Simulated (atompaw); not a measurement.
How hard is this oxygen (O) PAW (atompaw) potential?

atompaw 4.2.0.5 input, output lines left out:

```
O 8
GGA-PBESOL scalarrelativistic loggrid 1500 logderivrange -4 5 226
2 2 0 0 0 0
2 1 4
0 0 0
c
v
v
1
1.40 1.20 1.25 1.35
y
-0.85
n
y
4.7
n
bloechl gaussian
2 -0.5 troulliermartins
```

The pseudo-atom Hamiltonian at the reference potential is diagonalised in spherical Bessel functions j_l(qr) that vanish at 20 bohr, with q² up to the cutoff. All-electron valence levels (Ry): 2s -1.7499, 2p -0.6596.

How do the lowest levels (Ry) of each channel move with the cutoff, and are there ghosts?

| cutoff (Ry) | s #1 | s #2 | p #1 | d #1 | f #1 | Σ f·Δε (mRy) |
| --- | --- | --- | --- | --- | --- | --- |
| 8 | -1.6429 | -0.0048 | -0.1013 | 0.0790 | 0.1203 | 2447.2 |
| 15 | -1.7267 | -0.0068 | -0.3384 | 0.0790 | 0.1203 | 1331.2 |
| 25 | -1.7450 | -0.0072 | -0.5415 | 0.0790 | 0.1203 | 482.4 |
| 45 | -1.7494 | -0.0073 | -0.6508 | 0.0790 | 0.1203 | 36.2 |
| 60 | -1.7498 | -0.0073 | -0.6586 | 0.0790 | 0.1203 | 4.3 |
| 90 | -1.7498 | -0.0075 | -0.6595 | 0.0790 | 0.1203 | 0.6 |
| 400 | -1.7499 | -0.0078 | -0.6596 | 0.0790 | 0.1203 | 0.0 |

Result: no extra level below or beside the all-electron valence levels (s, p, d, f tested); 10 mRy is reached at 55 Ry and 1 mRy at 70 Ry.
